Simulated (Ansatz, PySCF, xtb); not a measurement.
Gas-phase reaction in SMILES: CC(=O)[OH+][GeH3] -> CC(=[OH+])[O][GeH3]
Geometries: B3LYP-D3(BJ)/def2-TZVP minima from Ansatz (a first-principles code), one conformer each, not searched for the lowest.

Wanted: isomerisation energy (enthalpy at 298 K, with B3LYP-D3(BJ) rigid-rotor harmonic-oscillator terms from PySCF), in kcal/mol. Correlated levels leave the core frozen unless marked. No spin-orbit coupling. The frozen core is the preceding noble-gas configuration, with the filled d and f shells of earlier blocks. No relativistic terms. Basis-set limits of correlation are two-point, X^-3; Hartree-Fock from the larger set.

```json
[
 {"level": "GFN1-xTB", "program": "xtb", "isomerisation energy (kcal/mol)": "-18.3"},
 {"level": "HF/6-31G*", "program": "Ansatz", "isomerisation energy (kcal/mol)": "-20.2"},
 {"level": "PBE/def2-TZVPD", "program": "Ansatz", "isomerisation energy (kcal/mol)": "-16.6"},
 {"level": "revPBE-D3(BJ)/def2-TZVPD", "program": "Ansatz + dftd3", "isomerisation energy (kcal/mol)": "-15.6"},
 {"level": "r2SCAN-D4/def2-TZVPD", "program": "Ansatz + dftd4", "isomerisation energy (kcal/mol)": "-17.5"},
 {"level": "PBE0/STO-3G", "program": "Ansatz", "isomerisation energy (kcal/mol)": "-12.6"},
 {"level": "PBE0-D3(BJ)/def2-TZVPD", "program": "Ansatz + dftd3", "isomerisation energy (kcal/mol)": "-18.3"},
 {"level": "PBE0/def2-TZVPD", "program": "Ansatz", "isomerisation energy (kcal/mol)": "-18.5"},
 {"level": "HSE06/def2-TZVPD", "program": "Ansatz", "isomerisation energy (kcal/mol)": "-18.5"},
 {"level": "B2GP-PLYP/def2-TZVPD", "program": "Ansatz", "isomerisation energy (kcal/mol)": "-16.8"},
 {"level": "MP2/6-31G*", "program": "Ansatz", "isomerisation energy (kcal/mol)": "-14.4"},
 {"level": "RI-MP2/cc-pVTZ", "program": "Ansatz", "isomerisation energy (kcal/mol)": "-15.5"},
 {"level": "SCS-MP2/cc-pVTZ", "program": "Ansatz", "isomerisation energy (kcal/mol)": "-15.6"},
 {"level": "CCSD/6-31G", "program": "Ansatz", "isomerisation energy (kcal/mol)": "-7.3"},
 {"level": "CCSD(T)/CBS(cc-pVTZ,cc-pVQZ)", "program": "Ansatz", "isomerisation energy (kcal/mol)": "-16.4"}
]
```
